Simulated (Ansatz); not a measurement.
Input for Ansatz (a quantum-chemistry and plane-wave program): R-PBE/def2-TZVPPD on C2H4O2 (a complex), monomers drawn apart or pushed together. Files ending in .json are basis or fitting sets from the Basis Set Exchange.

Ansatz 0.2 input:
```yaml
crystal:
  periodic: [false, false, false]
  atoms:
    - {symbol: C, position_ang: [0.68015228, 0.49605873, 0.41921731]}
    - {symbol: O, position_ang: [0.85019996, 0.37850107, -0.68467860]}
    - {symbol: C, position_ang: [0.08715815, -0.68335750, 3.78807883]}
    - {symbol: O, position_ang: [-0.41551779, 0.52105391, 3.23398005]}
    - {symbol: H, position_ang: [-0.06068914, -1.54070798, 3.12069145]}
    - {symbol: H, position_ang: [-0.46666578, -0.86889116, 4.70780431]}
    - {symbol: H, position_ang: [1.15258659, -0.61279003, 4.03678915]}
    - {symbol: H, position_ang: [0.04027891, 0.68624533, 2.40118279]}
basis:
  gaussian:
    orbitals: def2-TZVPPD.json
hamiltonian:
  xc: {name: PBE}
scf: {lower_state_search: off}
```

### Question
Predict the final total energy.

### Answer
-228.8713 hartree.
